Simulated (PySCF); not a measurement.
Vertical excitations of a molecule Cl2H6Si3 from TDA-PBE/def2-SVPD in PySCF, as energy in eV (oscillator strength): 5.66 (0.020), 5.79 (0.006), 6.08 (0.008), 6.32 (0.003), 6.41 (0.116), 6.46 (0.010), 6.48 (0.003), 6.59 (0.004), 6.60 (0.071), 6.64 (0.071). Lowest triplet (TDA): 5.09 eV. Coordinates come from a B3LYP-D3(BJ)/def2-SVP optimisation. One conformer was computed; it need not be the lowest.

Problem. Which structure fits?
(A) [SiH3][Si]([SiH3])(Cl)Cl
(B) [SiH3][Si@H](Cl)[SiH2]Cl
(C) [SiH3][SiH2][SiH](Cl)Cl
(D) Cl[SiH2][SiH2][SiH2]Cl

Solution. C, [SiH3][SiH2][SiH](Cl)Cl
